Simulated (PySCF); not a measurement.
# Electron correlation in Pt (platinum, neutral)

[Xe] 4f14 5d8 6s2, high-spin 3F determinant (an excited configuration). Calculation: PySCF 2.14, in x2c-TZVPPall; the spin-free X2C one-electron Hamiltonian (Gaussian nucleus). Frozen: [Xe] 4f14; 10 electrons correlated.

```json
{"level": "CCSD", "correlation energy (mhartree)": "-278.50"}
{"level": "(T)", "correlation energy (mhartree)": "-11.53"}
{"level": "CCSD(T)", "correlation energy (mhartree)": "-290.03"}
```

Diagnostics: T1 = 0.017, D1 = 0.0633, largest double amplitude 0.055.

Spin-orbit coupling, absent here, splits the open shell strongly.

Cost of the coupled-cluster step: about 15 core-seconds, for 10 correlated electrons.

Iterations:

```
CC2 = 0
CCSD nocc = (np.int64(6), np.int64(4)), nmo = (63, 63)
frozen orbitals [[0, 1, 2, 3, 4, 5, 6, 7, 8, 9, 10, 11, 12, 13, 14, 15, 16, 17, 18, 19, 20, 21, 22, 23, 24, 25, 26, 27, 28, 29, 30, 31, 32, 33], [0, 1, 2, 3, 4, 5, 6, 7, 8, 9, 10, 11, 12, 13, 14, 15, 16, 17, 18, 19, 20, 21, 22, 23, 24, 25, 26, 27, 28, 29, 30, 31, 32, 33]]
max_cycle = 100
direct = 0
conv_tol = 1e-08
conv_tol_normt = 1e-06
diis_space = 8
diis_start_cycle = 0
Init t2, MP2 energy = -0.285876133780021
Init E_corr(UCCSD) = -0.285876133793798
cycle = 1  E_corr(UCCSD) = -0.27192854707597  dE = 0.0139475867  norm(t1,t2) = 0.066814
cycle = 2  E_corr(UCCSD) = -0.277243409772557  dE = -0.0053148627  norm(t1,t2) = 0.0206145
cycle = 3  E_corr(UCCSD) = -0.278088020843555  dE = -0.000844611071  norm(t1,t2) = 0.00961945
cycle = 4  E_corr(UCCSD) = -0.278511836098346  dE = -0.000423815255  norm(t1,t2) = 0.00153475
cycle = 5  E_corr(UCCSD) = -0.278496331537584  dE = 1.55045608e-05  norm(t1,t2) = 0.000635753
cycle = 6  E_corr(UCCSD) = -0.278494402936079  dE = 1.92860151e-06  norm(t1,t2) = 0.000226632
cycle = 7  E_corr(UCCSD) = -0.278500764743565  dE = -6.36180749e-06  norm(t1,t2) = 8.81966e-05
cycle = 8  E_corr(UCCSD) = -0.27850034234  dE = 4.22403565e-07  norm(t1,t2) = 2.28076e-05
cycle = 9  E_corr(UCCSD) = -0.278499964254394  dE = 3.78085606e-07  norm(t1,t2) = 6.93679e-06
cycle = 10  E_corr(UCCSD) = -0.278500088908689  dE = -1.24654295e-07  norm(t1,t2) = 2.02395e-06
cycle = 11  E_corr(UCCSD) = -0.278500068809771  dE = 2.00989185e-08  norm(t1,t2) = 5.34836e-07
cycle = 12  E_corr(UCCSD) = -0.278500073700078  dE = -4.89030694e-09  norm(t1,t2) = 1.52691e-07
UCCSD converged
E(UCCSD) = -18410.40440067802  E_corr = -0.2785000737000778
UCCSD(T) correction = -0.0115273882486214
```
